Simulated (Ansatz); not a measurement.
Geometry optimisation, RKS r2SCAN/def2-SVP (Ansatz 0.2.0).

The input (input.yaml):

```yaml
crystal:
  periodic: [false, false, false]
  atoms:
    - { symbol: Zr, position_ang: [0.184573, 0.0, -0.11514] }
    - { symbol: F, position_ang: [0.061797, 0.0, 1.835819] }
    - { symbol: F, position_ang: [2.022456, 0.0, -0.575796] }
    - { symbol: F, position_ang: [-0.576401, 1.568475, -0.861003] }
    - { symbol: F, position_ang: [-0.576401, -1.568475, -0.861003] }
    - { symbol: Cl, position_ang: [-3.105183, 0.0, 1.607177] }
    - { symbol: H, position_ang: [-1.995641, 0.0, 2.345946] }
basis:
  gaussian: { orbitals: def2-SVP }
hamiltonian:
  xc: r2scan
relax:
  f_tol: 0.03
  max_steps: 50
```

Command:

```bash
$ ansatz run input.yaml --threads 4 --pin off --max-ram 5120MiB --backend cpu --events-out ev --progress --plain --runs-dir out
```

Where does it end, and by what steps?

The forces met the threshold. After 6 steps the energy has fallen by 0.166 eV; Cl6 moved furthest, 0.54 Å. Joined: Zr1–Cl6 (3.71 → 3.01 Å).

```json
{"step": "0", "energy less start (eV)": "0.0000", "largest force component (eV/Å)": "1.104", "accepted": "yes"}
{"step": "1", "energy less start (eV)": "-0.0695", "largest force component (eV/Å)": "0.701", "accepted": "yes"}
{"step": "2", "energy less start (eV)": "-0.1156", "largest force component (eV/Å)": "0.706", "accepted": "yes"}
{"step": "3", "energy less start (eV)": "-0.1377", "largest force component (eV/Å)": "0.800", "accepted": "yes"}
{"step": "4", "energy less start (eV)": "-0.1514", "largest force component (eV/Å)": "0.598", "accepted": "yes"}
{"step": "5", "energy less start (eV)": "-0.1633", "largest force component (eV/Å)": "0.288", "accepted": "yes"}
{"step": "6", "energy less start (eV)": "-0.1655", "largest force component (eV/Å)": "0.029", "accepted": "yes"}
```

```xyz
7
Properties=species:S:1:pos:R:3
Zr 0.032 0.000 -0.008
F 0.185 0.000 1.915
F 1.847 0.000 -0.559
F -0.661 1.596 -0.782
F -0.661 -1.596 -0.782
Cl -2.708 0.000 1.248
H -2.018 0.000 2.344
```

Whether the end is a true minimum wasn't checked by a vibrational analysis.

Time of the run: 18 s on 4 threads of Arm Neoverse V2, with other jobs on the host, peak memory 0.2 GiB.
